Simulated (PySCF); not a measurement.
PySCF 2.14 output of a UHF calculation on a single atom or ion in cc-pVTZ-PP with ECP60MDF (5s4p3d1f, 39 functions), with scalar relativity through the core potential:

```
SCF conv_tol = 1e-09
number electrons alpha = 11  beta = 10
cycle= 1 E= -212.728416412279  delta_E= -0.0024  |g|= 0.0156  |ddm|= 0.0945
cycle= 2 E= -212.728639823822  delta_E= -0.000223  |g|= 0.00504  |ddm|= 0.0289
cycle= 3 E= -212.728666775473  delta_E= -2.7e-05  |g|= 0.00031  |ddm|= 0.0154
cycle= 4 E= -212.72866689116  delta_E= -1.16e-07  |g|= 4.28e-05  |ddm|= 0.00179
cycle= 5 E= -212.728666892457  delta_E= -1.3e-09  |g|= 1.07e-05  |ddm|= 0.000189
cycle= 6 E= -212.72866689254  delta_E= -8.3e-11  |g|= 1.5e-06  |ddm|= 5.02e-05
converged SCF energy = -212.72866689254  <S^2> = 0.75603627  2S+1 = 2.0060272
```

The run itself started from symmetry-adapted Hartree-Fock orbitals and held the occupation by maximum overlap, so the iterations belong to that start.

Question: Which element, charge and spin multiplicity is this?

Answer: Bi²⁺ (bismuth, charge +2), multiplicity 2; the state was [Xe] 4f14 5d10 6s2 6p1, 2P determinant.

Energies and moments cover only the electrons outside the core potential. Spin-orbit coupling, absent here, splits the open shell strongly.
